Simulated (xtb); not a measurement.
HgI$_{2}$ (SMILES [I][Hg][I]), singlet, geometry from GFN2-xTB (such geometries of metal compounds can be far from the true shape), atoms displaced at random by about 0.05 Å a coordinate. Base run: GFN1-xTB in xtb.

Here is a job for xtb.
```
$ xtb mol.xyz --gfn 1 --opt --json

# file mol.xyz
3

Hg     0.05414044     0.04831991     0.03921220
I     -0.05201104     0.01720307     2.56916067
I     -0.06252360     0.00211344    -2.53046369
```

Each row names what was changed in the base input (with any setting that the change needs).

| change | ΔE vs base (mEh) | optimiser steps |
|---|---|---|
| base | 0.000 | 9 |
| opt level = vtight | 0.000 | 11 |
| alpb = toluene | [?] | 9 |
| opt level = extreme | 0.000 | 11 |
| opt level = lax | 0.004 | 8 |
| opt level = tight | 0.000 | 10 |
| engine = lbfgs | 0.000 | - |
| engine = inertial | 0.071 | - |
| opt level = loose | 0.004 | 8 |
| opt level = crude | 0.017 | 7 |

Question: Some entries are withheld; supply them.

Answer: 
- alpb = toluene, ΔE vs base (mEh): -11.292
